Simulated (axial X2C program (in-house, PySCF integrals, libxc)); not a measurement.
## What spin–orbit coupling does to InAs

Calculated with an in-house all-electron X2C program for linear molecules (integrals from PySCF). Spin-free means the one-electron spin-free X2C Hamiltonian; two-component (2c) means X2C with spin–orbit coupling and atomic mean-field two-electron Coulomb and Gaunt terms, so the difference of the two also holds small scalar two-electron terms. Basis: In dyall-cv3z [11s12p9d4f1g], As dyall-cv3z [9s9p6d4f1g] (cores contracted in-house); Gaussian nuclei, density fitting, unrestricted open shells. Masses: In 114.904 u, As 74.922 u.

Spin-free state: M_S = 1, Λ = 0 (beyond evenly filled blocks: π+α, π-α); fragments In + As.

```csv
level,Re (Å),ωe (cm⁻¹),De (eV),μ (D)
PBE0,2.739,179.2,1.847,-1.94
HF,2.765,176.9,0.730,-2.24
CCSD,2.768,177.0,1.520,n/a
CCSD(T),2.773,175.7,1.595,n/a
```

Correlated methods: 8 electrons correlated (number of frozen shells: In 4 s, 3 p, 2 d; As 3 s, 2 p, 1 d), 294 virtual spin orbitals or spinors in MP2, 90 natural virtuals in coupled cluster.

Dipoles are positive if As is the positive end.

Two-component determinant lowest at the distance of the search:

Ω = 1 (⟨Sz⟩ = 1.01, ⟨Lz⟩ = -0.01 at HF); fragments In + As.

| level | Re (Å) | ωe (cm⁻¹) | De (eV) | μ (D) |
| --- | --- | --- | --- | --- |
| PBE0 | 2.739 | 178.8 | n/a | -1.92 |
| HF | 2.764 | 175.4 | 0.556 | -2.20 |
| CCSD | 2.771 | 177.5 | 1.365 | n/a |
| CCSD(T) | 2.775 | 176.1 | 1.440 | n/a |

(1) From the two tables, how do the constants change at the CCSD(T) level (2c against spin-free)?

One determinant describes the state; a PBE0 search over occupations chose it and may have missed a lower one. De is counted from the lowest determinant-based energies of the atoms at the same level, without counterpoise correction. De is not given where an atomic determinant may have missed its ground term or J level, or where the truncated virtual space spoils (T). Density functionals use the spin component along the axis (collinear). Coupled cluster ran in a truncated set of natural virtual spinors; the MP2 energy of the rest was added. (T) has no such correction and the atoms are truncated less, which lowers De at CCSD(T) by a hundredth of an eV or more. Other states lie close and PBE0, whose exact exchange favours high spin, may order them wrongly; the determinant shown need not be the ground state. The nearest other spin-free determinant of the search, M_S = 1, Λ = 1, lies 0.42 eV up at the distance of the search. Without a current term, density functionals place determinants with orbital angular momentum somewhat too high. With several unpaired electrons one determinant need not be a pure state. Open-shell Ω = 0 determinants with evenly filled partner blocks cannot be reached by this program, so the Ω shown need not be the lowest component. This is the Ω = 1 component of a π² triplet; the 0⁺ component is not one determinant and can lie lowest. With the outer-core shells frozen, correlated bond lengths of heavy atoms tend to come out a few hundredths of an ångström too long.

## Answers

(1) At the CCSD(T) level Re increases by 0.002 Å and ωe rises by 0.4 cm⁻¹; De changes by -0.155 eV.
